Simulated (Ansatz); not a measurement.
Consider the formal hydrolysis of a Ge–Si bond: `C[S][GeH2][SiH3]` + H₂O → `C[S][GeH2][OH]` + SiH₄.

Calculated with Ansatz (gas phase, PBE0-D4/def2-TZVP geometries, no zero-point term in ΔE). CCSD(T)/CBS adds triple-zeta CCSD(T) − MP2 to the extrapolated MP2 energy (def2 sets, frozen cores). This one scheme is used for every species. Functionals use def2-TZVPP. B3LYP here is the variant with VWN-RPA as its local correlation; programs differ in this. For Ge outer-core shells are correlated without core-valence functions, which leaves a few kJ/mol of doubt a bond. Scalar relativity is left out up to krypton. Each species was taken in one conformer, which may not be the lowest.

| level | ΔE (kcal/mol) | difference from CCSD(T)/CBS |
| --- | --- | --- |
| r2SCAN-D4 | -2.6 | -0.9 |
| PBE0-D4 | 0.1 | 1.8 |
| ωB97X-V | -3.9 | -2.2 |
| B2PLYP | -4.8 | -3.1 |
| PBE | -1.0 | 0.7 |
| r2SCAN | -2.9 | -1.2 |
| PBE0 | -0.9 | 0.8 |
| B3LYP | -4.5 | -2.8 |
| MP2/def2-TZVPP | -3.8 | -2.1 |
| SCS-MP2/def2-TZVPP | -5.6 | -3.9 |
| CCSD/def2-TZVPP | -3.6 | -1.9 |
| CCSD(T)/def2-TZVPP | -3.3 | -1.6 |
| HF/def2-QZVPP | -8.4 | -6.7 |
| MP2/def2-QZVPP | -3.0 | -1.3 |
| MP2/CBS(def2) | -2.2 | -0.5 |
| CCSD/CBS(def2) | -2.0 | -0.3 |
| CCSD(T)/CBS | -1.7 | 0 |

Largest T1 diagnostic among the species: 0.011.

The D4 term adds +1.7 kcal/mol with B3LYP and +1.0 kcal/mol with PBE0; it sums over pairs of atoms, weighted by their polarisabilities, and B3LYP, whose exchange is more repulsive, gets the larger term. In def2-TZVPP, CCSD(T) changes the Hartree–Fock value by +4.9 kcal/mol (the triples alone add +0.3 kcal/mol) and MP2 by +4.4 kcal/mol.
